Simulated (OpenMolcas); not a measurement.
**Ti2+: ligand-field states by method**

Ti2+ with its 8 nearest fluoride ions at 2.323 Å, on the Ca site of CaF2 (a = 5.46294 Å, distance in the model lattice 2.366 Å). The rest of the host is ab initio model potentials to 7.6 Å and point charges beyond; the distance is set by hand and nothing relaxes. Ligand basis ANO-RCC-VDZP.
```
Ti    0.0000    0.0000    0.0000
F     1.3412    1.3412    1.3412
F     1.3412    1.3412   -1.3412
F     1.3412   -1.3412    1.3412
F     1.3412   -1.3412   -1.3412
F    -1.3412    1.3412    1.3412
F    -1.3412    1.3412   -1.3412
F    -1.3412   -1.3412    1.3412
F    -1.3412   -1.3412   -1.3412
```

| Item | Value |
| --- | --- |
| Program | OpenMolcas 26.06 |
| Basis | ANO-RCC-VTZP [6s5p3d2f1g] |
| Scalar Hamiltonian | DKH2, point nucleus |
| Active space | 2 electrons in 5 orbitals (3d) |
| State averaging | 2S+1 = 3 even, 10 roots; 2S+1 = 1 even, 15 roots |
| Spin-orbit coupling | RASSI with atomic mean-field integrals over the reference wave functions |

I. CASSCF
II. SS-CASPT2, IPEA 0.25 Eh, imaginary shift 0.1 Eh (closed shells correlated: 3s 3p and the ligand valence shells)

Spin-free states (labels of O, the rotations of Oh) in cm-1, each column counted from its own energy of the first state listed:

```json
{"State": "3A2", "Degeneracy": "1", "I": "0", "II": "0"}
{"State": "3T2", "Degeneracy": "3", "I": "6558", "II": "6360"}
{"State": "3T1", "Degeneracy": "3", "I": "11226", "II": "11480"}
{"State": "1E", "Degeneracy": "2", "I": "12479", "II": "9190"}
{"State": "1T2", "Degeneracy": "3", "I": "18947", "II": "15710"}
{"State": "1A1", "Degeneracy": "1", "I": "20237", "II": "16200"}
{"State": "3T1", "Degeneracy": "3", "I": "21935", "II": "19770"}
{"State": "1T1", "Degeneracy": "3", "I": "23419", "II": "20240"}
{"State": "1E", "Degeneracy": "2", "I": "28851", "II": "26850"}
{"State": "1T2", "Degeneracy": "3", "I": "29100", "II": "26820"}
{"State": "1A1", "Degeneracy": "1", "I": "51601", "II": "42580"}
```

From I to II, I's first state of the same spin (3T2) moves from 6558 to 6360 cm-1, by about -200 cm-1.

From I to II, I's first state of another spin (1E) moves from 12479 to 9190 cm-1, by about -3300 cm-1.

χT at 300 K: I 1.02, II 1.02 cm3 K/mol.

Roots that are degenerate in the reference are averaged as groups; the widest CASPT2 spread within a group is 590 cm-1 (the 3-fold group of multiplicity 1 near 20200 cm-1 above the lowest state of its run, II). Shifts and gaps below about the spread of the groups concerned are not significant. Over all roots computed the reference weight is 0.69 to 0.70 in II; a low but even weight reflects the number of correlated electrons. Ligand-to-metal charge-transfer states are missing. With no ligand orbital active B as a rule stays too high, so bands that hang on it stand too high and its fall with covalency is understated. Without dynamic correlation the repulsion within the d shell is too large (B by tens of per cent), so at a given field states of lower spin stand too high (holds for I). With metal d orbitals alone and no dynamic correlation 10Dq can be off by a tenth to a fifth, either way, in oxide and fluoride hosts (holds for I). These CASPT2 states fit no ligand-field parameters well, so their order and spin gaps are uncertain (holds for II). With one d shell and no ligand orbital active, 10Dq can be off by tens of per cent for divalent 3d ions, low with halides held by bare charges and at times high in hosts (holds for II). Free-ion shares, where given, are those of the reference states; single-state CASPT2 does not remix them (holds for II). No measured value stands beside these numbers; the geometry was set by hand and not optimised.
